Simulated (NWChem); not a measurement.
The numbers come from NWChem runs, not from measurements. System: I, charge 0, spin multiplicity 2. Its SCF solution wasn't tested for a lower state. Level: ROCCSD(T)/def2-TZVPD with def2 effective core potentials on I, 4 core orbitals frozen.

Job file:

```
start mol
memory heap 100 mb stack 700 mb global 1900 mb
geometry units angstroms nocenter noautoz
  I      0.000000     0.000000     0.000000
  symmetry group D2h
end
basis spherical
  * library def2-tzvpd
end
ecp
  I library def2-ecp
end
scf
  rohf
  nopen 1
  maxiter 100
  thresh 1e-7
  semidirect memsize 60000000 filesize 0
  # guess.movecs holds the orbitals of an unrestricted PBE0 run
  vectors input guess.movecs swap 11 13 output mol.movecs
end
tce
  freeze core 4
  ccsd(t)
  2eorb
  2emet 13
  thresh 1e-6
  maxiter 100
  tilesize 24
end
task tce energy
```

NWChem printed:

```
             Northwest Computational Chemistry Package (NWChem) 7.3.0
             --------------------------------------------------------

                                NWChem Input Module
                                -------------------

 Scaling coordinates for geometry "geometry" by  1.889725989
 (inverse scale =  0.529177249)

                             Geometry "geometry" -> ""
                             -------------------------

 Output coordinates in angstroms (scale by  1.889725989 to convert to a.u.)

  No.       Tag          Charge          X              Y              Z
 ---- ---------------- ---------- -------------- -------------- --------------
    1 I                   53.0000     0.00000000     0.00000000     0.00000000

 Effective nuclear repulsion energy (a.u.)       0.0000000000

            Nuclear Dipole moment (a.u.)
            ----------------------------
        X                 Y               Z
 ---------------- ---------------- ----------------
     0.0000000000     0.0000000000     0.0000000000

      Symmetry information
      --------------------

 Group name             D2h
 Group number             26
 Group order               8
 No. of unique centers     1

      Symmetry unique atoms

     1


 Summary of "ao basis" -> "" (spherical)
 ------------------------------------------------------------------------------
       Tag                 Description            Shells   Functions and Types
 ---------------- ------------------------------  ------  ---------------------
 *                         def2-tzvpd                 on all atoms

 Summary of "ao basis" -> "ao basis" (spherical)
 ------------------------------------------------------------------------------
       Tag                 Description            Shells   Functions and Types
 ---------------- ------------------------------  ------  ---------------------
 I                         def2-tzvpd               19       59   7s6p4d2f

                                 NWChem SCF Module
                                 -----------------

  ao basis        = "ao basis"
  functions       =    59
  atoms           =     1
  closed shells   =    12
  open shells     =     1
  charge          =   0.00
  wavefunction    = ROHF
  use symmetry    = T
  symmetry adapt  = T

 Summary of "ao basis" -> "ao basis" (spherical)
 ------------------------------------------------------------------------------
       Tag                 Description            Shells   Functions and Types
 ---------------- ------------------------------  ------  ---------------------
 I                         def2-tzvpd               19       59   7s6p4d2f

      Symmetry analysis of basis
      --------------------------

        ag         15
        au          2
        b1g         4
        b1u        10
        b2g         4
        b2u        10
        b3g         4
        b3u        10

 Forming initial guess at       0.0s

 Swapping ROHF orbitals    11   13

      Symmetry analysis of molecular orbitals - initial
      -------------------------------------------------

  Numbering of irreducible representations:

     1 ag          2 au          3 b1g         4 b1u         5 b2g
     6 b2u         7 b3g         8 b3u

  Orbital symmetries:

     1 ag          2 b3u         3 b2u         4 b1u         5 ag
     6 b2g         7 b1g         8 b3g         9 ag         10 ag
    11 b2u        12 b1u        13 b3u        14 ag         15 b3u
    16 b2u        17 b1u        18 ag         19 b2g        20 b1g
    21 b3g        22 ag         23 b3u

 Starting SCF solution at       0.1s

 ----------------------------------------------
         Quadratically convergent ROHF

 Convergence threshold     :          1.000E-07
 Maximum no. of iterations :          100
 Final Fock-matrix accuracy:          1.000E-09
 ----------------------------------------------

              iter       energy          gnorm     gmax       time
             ----- ------------------- --------- --------- --------
                 1     -296.6460843325  4.14D-01  1.23D-01      0.4
                 2     -296.6539224530  6.55D-02  2.59D-02      0.4
                 3     -296.6541709811  1.36D-03  4.84D-04      0.4
                 4     -296.6541711785  4.38D-07  1.32D-07      0.5
                 5     -296.6541711785  6.55D-09  3.26D-09      0.5

       Final ROHF results
       ------------------

         Total SCF energy =   -296.654171178470
      One-electron energy =   -517.359323975444
      Two-electron energy =    220.705152796974
 Nuclear repulsion energy =      0.000000000000

        Time for solution =      0.4s

       Symmetry analysis of molecular orbitals - final
       -----------------------------------------------

  Numbering of irreducible representations:

     1 ag          2 au          3 b1g         4 b1u         5 b2g
     6 b2u         7 b3g         8 b3u

  Orbital symmetries:

     1 ag          2 b3u         3 b1u         4 b2u         5 ag
     6 b2g         7 b1g         8 b3g         9 ag         10 ag
    11 b1u        12 b2u        13 b3u        14 b3u        15 b1u
    16 b2u        17 ag         18 ag         19 b1g        20 b2g
    21 ag         22 b3g        23 b3u

             Final eigenvalues
             -----------------

              1
    1   -7.7598
    2   -5.6159
    3   -5.6033
    4   -5.6033
    5   -2.3107
    6   -2.3061
    7   -2.3061
    8   -2.2923
    9   -2.2923
   10   -0.8766
   11   -0.3913
   12   -0.3913
   13   -0.2479
   14    0.0559
   15    0.0595
   16    0.0595
   17    0.0930
   18    0.1641
   19    0.1653
   20    0.1653
   21    0.1701
   22    0.1701
   23    0.3312

                       ROHF Final Molecular Orbital Analysis
                       -------------------------------------

 Vector   11  Occ=2.000000D+00  E=-3.912806D-01  Symmetry=b1u
              MO Center=  2.6D-26, -2.0D-16, -1.2D-17, r^2= 2.0D+00
   Bfn.  Coefficient  Atom+Function         Bfn.  Coefficient  Atom+Function
  ----- ------------  ---------------      ----- ------------  ---------------
    19      0.574389  1 I  pz                13     -0.457935  1 I  pz
    16      0.360596  1 I  pz                22      0.260392  1 I  pz

 Vector   12  Occ=2.000000D+00  E=-3.912806D-01  Symmetry=b2u
              MO Center=  2.5D-25, -2.2D-17, -3.9D-17, r^2= 2.0D+00
   Bfn.  Coefficient  Atom+Function         Bfn.  Coefficient  Atom+Function
  ----- ------------  ---------------      ----- ------------  ---------------
    18      0.574389  1 I  py                12     -0.457935  1 I  py
    15      0.360596  1 I  py                21      0.260392  1 I  py

 Vector   13  Occ=1.000000D+00  E=-2.479161D-01  Symmetry=b3u
              MO Center= -7.0D-17,  2.8D-21, -2.1D-21, r^2= 1.9D+00
   Bfn.  Coefficient  Atom+Function         Bfn.  Coefficient  Atom+Function
  ----- ------------  ---------------      ----- ------------  ---------------
    17      0.609788  1 I  px                11     -0.468265  1 I  px
    14      0.364009  1 I  px                20      0.217017  1 I  px

 Vector   14  Occ=0.000000D+00  E= 5.590817D-02  Symmetry=b3u
              MO Center= -1.2D-18,  4.8D-18, -1.7D-18, r^2= 2.0D+01
   Bfn.  Coefficient  Atom+Function         Bfn.  Coefficient  Atom+Function
  ----- ------------  ---------------      ----- ------------  ---------------
    23      1.236023  1 I  px                20     -0.504505  1 I  px

 Vector   15  Occ=0.000000D+00  E= 5.949852D-02  Symmetry=b1u
              MO Center= -6.3D-28,  2.1D-18, -5.7D-20, r^2= 2.0D+01
   Bfn.  Coefficient  Atom+Function         Bfn.  Coefficient  Atom+Function
  ----- ------------  ---------------      ----- ------------  ---------------
    25      1.240522  1 I  pz                22     -0.522831  1 I  pz

 Vector   16  Occ=0.000000D+00  E= 5.949852D-02  Symmetry=b2u
              MO Center=  8.5D-28,  2.7D-19, -6.9D-18, r^2= 2.0D+01
   Bfn.  Coefficient  Atom+Function         Bfn.  Coefficient  Atom+Function
  ----- ------------  ---------------      ----- ------------  ---------------
    24      1.240522  1 I  py                21     -0.522831  1 I  py

 center of mass
 --------------
 x =   0.00000000 y =   0.00000000 z =   0.00000000

 moments of inertia (a.u.)
 ------------------
           0.000000000000           0.000000000000           0.000000000000
           0.000000000000           0.000000000000           0.000000000000
           0.000000000000           0.000000000000           0.000000000000

  Mulliken analysis of the total density
  --------------------------------------

    Atom       Charge   Shell Charges
 -----------   ------   -------------------------------------------------------
    1 I   25    25.00   0.19 -0.77  1.58  1.01  1.13  0.86  0.01 -0.49  6.44  1.30  2.73  1.01  0.01  9.23  0.75  0.02 -0.00  0.00  0.00

 Mulliken analysis of the open-shell density
 -------------------------------------------

    Atom       Charge   Shell Charges
 -----------   ------   -------------------------------------------------------
    1 I   25     1.00   0.00 -0.00  0.00 -0.00  0.00 -0.00 -0.00 -0.01  0.02  0.24  0.57  0.17  0.00  0.00  0.00  0.00 -0.00  0.00  0.00

       Multipole analysis of the density wrt the origin
       ------------------------------------------------

     L   x y z        total         open         nuclear
     -   - - -        -----         ----         -------
     0   0 0 0     -0.000000     -1.000000     25.000000

     1   1 0 0      0.000000      0.000000      0.000000
     1   0 1 0      0.000000     -0.000000      0.000000
     1   0 0 1      0.000000      0.000000      0.000000

     2   2 0 0    -18.063680     -4.141650      0.000000
     2   1 1 0     -0.000000     -0.000000      0.000000
     2   1 0 1     -0.000000      0.000000      0.000000
     2   0 2 0    -20.909463     -1.326268      0.000000
     2   0 1 1      0.000000      0.000000      0.000000
     2   0 0 2    -20.909463     -1.326268      0.000000

                   NWChem Extensible Many-Electron Theory Module
                   ---------------------------------------------


            General Information
            -------------------
      Number of processors :     1
         Wavefunction type : Restricted open-shell Hartree-Fock
          No. of electrons :    25
           Alpha electrons :    13
            Beta electrons :    12
           No. of orbitals :   118
            Alpha orbitals :    59
             Beta orbitals :    59
        Alpha frozen cores :     4
         Beta frozen cores :     4
     Alpha frozen virtuals :     0
      Beta frozen virtuals :     0
         Spin multiplicity : doublet
    Number of AO functions :    59
       Number of AO shells :    19
        Use of symmetry is : on
      Symmetry adaption is : on
         Schwarz screening : 0.10D-09

          Correlation Information
          -----------------------
          Calculation type : Coupled-cluster singles & doubles w/ perturbation
   Perturbative correction : (T)
            Max iterations :      100
        Residual threshold : 0.10D-05
     T(0) DIIS level shift : 0.00D+00
     L(0) DIIS level shift : 0.00D+00
     T(1) DIIS level shift : 0.00D+00
     L(1) DIIS level shift : 0.00D+00
     T(R) DIIS level shift : 0.00D+00
     T(I) DIIS level shift : 0.00D+00
   CC-T/L Amplitude update :  5-th order DIIS
                I/O scheme : Global Array Library
        L-threshold :  0.10D-05
        EOM-threshold :  0.10D-05
 no EOMCCSD initial starts read in
 TCE RESTART OPTIONS
 SLICE:      F
 D4D5:       F
 quantumc:   F
 qrotation:  F
 pwtce:      F
 qducc:      F
 nacto:                         0
 nrotv:                         0
 nrot:                          0

            Memory Information
            ------------------
          Available GA space size is     249029838 doubles
          Available MA space size is     104841188 doubles

 Maximum block size supplied by input
 Maximum block size        24 doubles

 tile_dim =     11

 -------------------------------------------------

 Global array virtual files algorithm will be used

 Parallel file system coherency ......... OK

 4-electron integrals stored in orbital form

 v2    file size   =           246115
 4-index algorithm nr.  13 is used
 imaxsize =       30
 imaxsize ichop =        0


CCSD iterations
 ---------------------------------------------------------
 Iter          Residuum       Correlation     Cpu    Wall
 ---------------------------------------------------------
    1   0.2340875108991  -0.4788219915218     1.9     1.9
    2   0.0356881535203  -0.4419290308948     1.9     1.9
    3   0.0086073526394  -0.4518962465054     1.9     1.9
    4   0.0019939877969  -0.4510500413961     1.9     1.9
    5   0.0007600122214  -0.4514370284366     1.9     1.9
    6   0.0002360095852  -0.4514447053089     1.9     1.9
    7   0.0000634531601  -0.4514545812202     1.9     1.9
    8   0.0000278630498  -0.4514532017944     1.9     1.9
    9   0.0000122588923  -0.4514533248409     1.9     1.9
   10   0.0000065155726  -0.4514533676832     1.9     1.9
   11   0.0000010941981  -0.4514533543190     1.9     1.9
   12   0.0000003559704  -0.4514534234713     1.9     1.9
 -----------------------------------------------------------------
 Iterations converged
 CCSD correlation energy / hartree =        -0.451453423471307
 CCSD total energy / hartree       =      -297.105624601941599

 Singles contributions

 Doubles contributions
 CCSD(T)
 Using plain CCSD(T) code
             total no. of tasks        15807
 total no. of tasks / no. procs        15807
                         wl_min            1           1.0
                         wl_max        35937           5.7
        thresh for no. of tasks        15807

 CCSD[T]  correction energy / hartree =        -0.007630418475113
 CCSD[T] correlation energy / hartree =        -0.459083841946421
 CCSD[T] total energy / hartree       =      -297.113255020416716
 CCSD(T)  correction energy / hartree =        -0.007522059163063
 CCSD(T) correlation energy / hartree =        -0.458975482634370
 CCSD(T) total energy / hartree       =      -297.113146661104679

 Task  times  cpu:       30.6s     wall:       30.6s

 Total times  cpu:       30.7s     wall:       30.7s
```
